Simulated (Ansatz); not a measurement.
Reaction (redistribution): `[SH][SnH3]` + `CBNCF` → `[F][SnH2][SH]` + `CBNC`

Isolated molecules relaxed with PBE0-D4/def2-TZVP in Ansatz; ΔE leaves out vibrations. CBS: MP2 limit from def2 TZ/QZ plus the TZ coupled-cluster correction, frozen cores. DFT in def2-TZVPP. Elements past krypton have def2 core potentials. For Sn outer-core shells are correlated without core-valence functions, which leaves a few kJ/mol of doubt a bond. Each species was taken in one conformer, which may not be the lowest.

```tsv
level	ΔE (eV)
PBE	-1.17
SCS-MP2/def2-QZVPP	-1.30
```

Question: What does CCSD(T)/CBS give? (An estimate is asked.)

Answer: Ansatz gave: -1.27 eV. The listed levels differ from it by 0.10, -0.03 eV.

Largest T1 diagnostic among the species: 0.013.

In def2-TZVPP, CCSD(T) changes the Hartree–Fock value by −0.05 eV (the triples alone add −0.01 eV) and MP2 by −0.13 eV. From PBE to PBE0 (25 % exact exchange), in def2-TZVPP and without D4, ΔE moves by +0.04 eV.
